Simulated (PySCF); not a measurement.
## Computed data sheet: `C=C[C@H](C(=C)F)C(=O)[O-]`

Compound: C6H6FO2 (charge -1).
SMILES with atom numbers: `[CH2:1]=[CH:2][C@H:3]([C:4](=[CH2:5])[F:6])[C:7](=[O:8])[O-:9]` (hydrogens: H10, H11 on C1; H12 on C2; H13 on C3; H14, H15 on C5)

Among its groups: carboxylate, C=C double bond and C–F bond.

From GFN2-xTB geometry:

| Property | Result |
| --- | --- |
| Point group of the GFN2-xTB geometry | C1 |
| Rotational constants A, B, C of the GFN2-xTB geometry | 1.878, 1.378, 1.104 GHz |

PBE0/pcSseg-1 ground state and GIAO shieldings, non-relativistic (PySCF):

| Quantity | Value |
| --- | --- |
| HOMO energy | -1.47 eV |
| LUMO energy | 4.23 eV |
| HOMO–LUMO gap | 5.70 eV |
| Lowest Hirshfeld atomic charge | -0.39 e on O8 |
| Highest Hirshfeld atomic charge | +0.14 e on C7 |
| 13C chemical shifts (computed TMS as zero) by class | 184.8 (C4), 161.1 (C7), 156.2 (C2), 101.0 (C1), 81.9 (C5), 73.8 (C3) ppm |
| 1H chemical shifts (computed TMS as zero) by class | 6.26 (H12), 4.58 (H10), 4.32 (H14), 4.24 (H11), 3.93 (H15), 3.44 (H13) ppm |
| Isotropic shieldings of nuclei other than C and H, by class | 24 (O8), 44 (O9), 258 (F6) ppm |
| Mayer bond orders between heavy atoms | C1–C2 1.94, C2–C3 1.03, C3–C4 1.05, C4–C5 1.88, C4–F6 0.90, C3–C7 0.69, C7–O8 1.79, C7–O9 1.79 |

Monoisotopic mass of the ion (most abundant isotopes, electron mass counted): 129.0357 u.

With B = h/(8π²I), that is 505.379 GHz u Å² over I, the principal moments of inertia are 269.1, 366.7 and 457.7 u Å² (most abundant isotopes). The rotational constants make it an asymmetric top with κ = (2B − A − C)/(A − C) = -0.29, nearer the prolate limit (−1).

The structure is a single GFN2-xTB conformer in the gas phase; no vibrational or solvent corrections. No diffuse functions stand in pcSseg-1, which bears on an anion's orbital energies.

Shape of the structure used: `[CH2:1]=[CH:2][C@H:3]([C:4](=[CH2:5])[F:6])[C:7](=[O:8])[O-:9]`: C1–C2–C3–C4 -145°, C2–C3–C4–C5 -48°, C2–C3–C7–O8 -105°.
